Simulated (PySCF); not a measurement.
C2H5AlCl2. Atoms are numbered in the order given.

```xyz
10

Al     0.0701     0.1868     0.0375
Cl    -0.0705    -1.6376     1.0584
Cl     0.9691     1.7728     1.0689
C     -0.6042     0.3821    -1.7683
C     -1.2183    -0.8860    -2.3792
H      0.2268     0.7579    -2.3936
H     -1.3390     1.2087    -1.7577
H     -2.0682    -1.2540    -1.7824
H     -0.4865    -1.7083    -2.4293
H     -1.5858    -0.7085    -3.4031
```

Geometry optimised at ωB97X-D3(BJ)/def2-SVP. The structure was generated by enumeration; whether it is a known compound was not checked. The values are those of a single conformer.

Method: IEF-PCM-PBE0/def2-SVP in PySCF 2.14.0.

The values are the electrostatic part of the solvation free energy, E(continuum) − E(gas) at the gas-phase geometry, in a cavity of scaled van der Waals radii (PySCF's table); cavitation and dispersion terms are not included. A continuum can't describe solvent molecules that bind to the metal. In vacuum the orbital gap is 7.52 eV. The dipole moment in vacuum is 2.14 D.

### Question
Estimate the values in water (ε = 78.36), n-hexane (ε = 1.88), 1-octanol (ε = 9.86). (Estimate from the structure and the level; the computed values follow.)

### Answer

```tsv
solvent	ε	ΔG(elec) (kcal/mol)	dipole (D)	gap (eV)
water	78.36	-5.3	2.59	7.72
n-hexane	1.88	-1.8	2.32	7.57
1-octanol	9.86	-4.6	2.53	7.68
```
